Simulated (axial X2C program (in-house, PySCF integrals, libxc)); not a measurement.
**RuO⁺: properties at the nuclei**

Calculated with an axial X2C code built on PySCF integrals: two-component X2C with atomic mean-field Coulomb and Gaunt terms, Gaussian nuclei, basis Ru dyall-cv3z, O dyall-av3z with contracted cores.

R = 1.656 Å (near the PBE0 minimum at charge 1 of the determinant lowest at the starting distance; the state shown can have its own minimum elsewhere).

Determinant lowest in the PBE0 search, Ω = 7/2 (⟨Sz⟩ = 1.50, ⟨Lz⟩ = 2.00 at PBE0), spin on the atoms Ru 1.13, O 0.37:

```json
{"level": "PBE0", "Eeff magnitude (GV/cm)": "0.745", "Ws magnitude Ru (kHz)": "0.00304", "A∥/gI Ru (MHz)": "103", "qzz Ru (a.u.)": "2.07", "A∥/gI O (MHz)": "-20.3", "qzz O (a.u.)": "0.98"}
{"level": "HF", "Eeff magnitude (GV/cm)": "0.204", "Ws magnitude Ru (kHz)": "0.219", "A∥/gI Ru (MHz)": "-48.7", "qzz Ru (a.u.)": "1.85", "A∥/gI O (MHz)": "-22.6", "qzz O (a.u.)": "1.31"}
{"level": "r2SCAN", "Eeff magnitude (GV/cm)": "0.868", "Ws magnitude Ru (kHz)": "0.00247", "A∥/gI Ru (MHz)": "102", "qzz Ru (a.u.)": "1.97", "A∥/gI O (MHz)": "-11.3", "qzz O (a.u.)": "1.08"}
{"level": "B3LYP", "Eeff magnitude (GV/cm)": "0.633", "Ws magnitude Ru (kHz)": "0.0168", "A∥/gI Ru (MHz)": "119", "qzz Ru (a.u.)": "1.94", "A∥/gI O (MHz)": "-19.3", "qzz O (a.u.)": "0.96"}
{"level": "BP86", "Eeff magnitude (GV/cm)": "0.559", "Ws magnitude Ru (kHz)": "0.0228", "A∥/gI Ru (MHz)": "143", "qzz Ru (a.u.)": "1.69", "A∥/gI O (MHz)": "-22.6", "qzz O (a.u.)": "1.00"}
```

Eeff is the effective electric field on the electron electric dipole moment in this Ω state and Ws the scalar–pseudoscalar constant of the nucleus named (defined with the proton number Z and per Ω); A∥ (defined per Ω) follows by multiplying with gI = μI/(I μN); qzz is the electric field gradient, eQq0 = 234.96 MHz × Q/barn × qzz. The operators were transformed with the bare-nucleus X2C matrices; with these basis sets, hyperfine constants and field gradients can be off by tens of per cent, and where levels differ in sign neither size nor sign is settled.

(1) With Q(101Ru) = 0.457 barn, Q(17O) = -0.02558 barn (Q from Pyykkö, Mol. Phys. 2018), turn the PBE0 values of the first state into constants in MHz.

Each state is one determinant with collinear spin, which with several unpaired electrons need not be a pure state. Unrestricted Hartree–Fock can overshoot spin polarisation at the nuclei. In the state Ω = 7/2 the sign of Eeff differs between levels (HF against PBE0). With several open shells hyperfine constants can be off by a factor of several. Where Eeff spreads by more than a factor of two the levels disagree and none is to be relied on. At BP86, r2SCAN a later determinant lies lower. States lie within half an eV, so the first need not be the ground state. Further determinants of the search, some of them spin-mixed, are not shown. Where a field gradient or hyperfine factor spreads by more than a factor of two over the levels, a constant derived from it is not to be relied on.

## Answers

(1) eQq0(101Ru) = 234.96 × (0.457) × (2.07) = 222 MHz; eQq0(17O) = 234.96 × (-0.02558) × (0.98) = -5.89 MHz.
